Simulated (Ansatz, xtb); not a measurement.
# Relaxing a trial structure of B2FO+

The starting geometry of this gas-phase singlet has its atoms placed at random.

```yaml
atoms:
  - { symbol: B, position_ang: [1.2864, -1.1702, 0.5423] }
  - { symbol: B, position_ang: [-1.7656, -0.2659, 0.2649] }
  - { symbol: F, position_ang: [-0.3044, 0.5349, -0.4905] }
  - { symbol: O, position_ang: [-0.6368, -1.0735, 1.4680] }
```

Task: Guess where an optimisation with r2SCAN-D4/def2-SVP ends from this start.

Result: It ends as a structure given below by its coordinates. Contacts that close: B1–O4 (2.14 → 1.43 Å), B2–F3 (1.83 → 1.24 Å), B2–O4 (1.84 → 1.26 Å).

The energy falls by 10.87 eV over 14 steps:

```tsv
step	E − E(last) (eV)
1	10.866
2	7.600
4	2.530
5	1.411
7	0.335
8	0.166
10	0.088
11	0.017
13	0.000
14	0.000
```

Final geometry (Å):

| atom | x (Å) | y (Å) | z (Å) |
| --- | --- | --- | --- |
| B | 0.8249 | -1.7799 | 1.4487 |
| B | -0.7523 | -0.0608 | 0.1087 |
| F | -1.4767 | 0.7313 | -0.5076 |
| O | -0.0161 | -0.8653 | 0.7349 |

From the same start GFN2-xTB reaches the same bonding as this run.

From so rough a start the end depends on the optimiser's path, so another program may land elsewhere. No frequencies were run, so the end isn't proven a minimum. Run with Ansatz 0.2.0, 29 s on 1 thread of Arm Neoverse N1, on a shared host.
